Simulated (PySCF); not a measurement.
FH₃LiN, SMILES [NH3]->[Li][F] (connectivity only; charge and spin as stated), neutral, multiplicity 1.

The structure is a stationary point at B3LYP-D3(BJ)/def2-TZVP.

Computed with B3LYP/def2-TZVPD (PySCF).

The molecule is in vacuum.

Task: Estimate the frontier levels, gap, dipole moment and polarisability. (An estimate is asked for; the answer gives what the named calculation found.)

Result: 
```json
{
 "highest_occupied_level": "-6.96 eV",
 "lowest_empty_level": "-1.36 eV",
 "orbital_gap": "5.60 eV",
 "dipole_moment": "8.83 D",
 "quadrupole, principal values (traceless, Buckingham form, about the centre of nuclear charge)": "-8.03, 4.01, 4.01 D·Å",
 "mean_static_polarisability": "23.1 bohr³ (3.43 Å³)",
 "polarisability_principal_values": "22.1, 22.1, 25.2 bohr³"
}
```
